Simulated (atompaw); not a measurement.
**Plane-wave convergence, PAW (atompaw) potential for Cr**

chromium, PAW, made with atompaw 4.2.0.5 (LDA (PW92), scalar-relativistic). Core [Ar], reference 3d4 4s2 4p0. Waves: 4s (bound): rc 3.00 bohr; 4s channel at 3.8 Ry: rc 3.00 bohr; 4p (bound, empty): rc 3.00 bohr; 4p channel at 0.9 Ry: rc 3.00 bohr; 3d (bound): rc 1.55 bohr; 3d channel at 3.2 Ry: rc 1.55 bohr. Local part: bessel scheme, radius 2.25 bohr. Core correction: smooth core density matched at 2.65 bohr. Augmentation charge: besselshape compensation charge, radius 2.55 bohr; PAW radius 3.00 bohr; waves and projectors: custom rrkj gramschmidtortho.

The pseudo-atom Hamiltonian at the reference potential is diagonalised in spherical Bessel functions j_l(qr) that vanish at 20 bohr, with q² up to the cutoff. All-electron valence levels (Ry): 4s -0.3728, 4p -0.1105, 3d -0.4574.

Q: How do the lowest levels (Ry) of each channel move with the cutoff, and are there ghosts?

A:

```json
{"cutoff (Ry)": "8", "s #1": "-0.3728", "p #1": "-0.1104", "d #1": "0.0374", "d #2": "0.0936", "f #1": "0.1099", "Σ f·Δε (mRy)": "1978.8"}
{"cutoff (Ry)": "15", "s #1": "-0.3728", "p #1": "-0.1105", "d #1": "-0.1881", "d #2": "0.0613", "f #1": "0.1099", "Σ f·Δε (mRy)": "1077.0"}
{"cutoff (Ry)": "25", "s #1": "-0.3729", "p #1": "-0.1105", "d #1": "-0.4075", "d #2": "0.0585", "f #1": "0.1099", "Σ f·Δε (mRy)": "199.3"}
{"cutoff (Ry)": "45", "s #1": "-0.3729", "p #1": "-0.1105", "d #1": "-0.4566", "d #2": "0.0579", "f #1": "0.1099", "Σ f·Δε (mRy)": "3.0"}
{"cutoff (Ry)": "60", "s #1": "-0.3729", "p #1": "-0.1105", "d #1": "-0.4570", "d #2": "0.0578", "f #1": "0.1099", "Σ f·Δε (mRy)": "1.6"}
{"cutoff (Ry)": "90", "s #1": "-0.3729", "p #1": "-0.1105", "d #1": "-0.4573", "d #2": "0.0578", "f #1": "0.1099", "Σ f·Δε (mRy)": "0.2"}
{"cutoff (Ry)": "400", "s #1": "-0.3729", "p #1": "-0.1105", "d #1": "-0.4573", "d #2": "0.0578", "f #1": "0.1099", "Σ f·Δε (mRy)": "0.0"}
```

Result: no extra level below or beside the all-electron valence levels (s, p, d, f tested); 10 mRy is reached at 40 Ry and 1 mRy at 70 Ry.
